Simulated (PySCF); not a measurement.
Computed with TPSSh-D3(BJ)/def2-TZVP // B3LYP-D3(BJ)/def2-TZVP (PySCF). All species are isolated molecules in the gas phase. 

Reference species (SMILES): `[CH3][Al]([CH3])[NH2]` (neutral, multiplicity 1).

```yaml
dipole_moment: 0.71 D
```

Changed species: `[CH3][Al]([NH2])[NH2]` (whole molecule; the reference has whole molecule).

Q: Give the shifts of the dipole moment.

A: the dipole moment drops by 0.05 D, to 0.66 D.
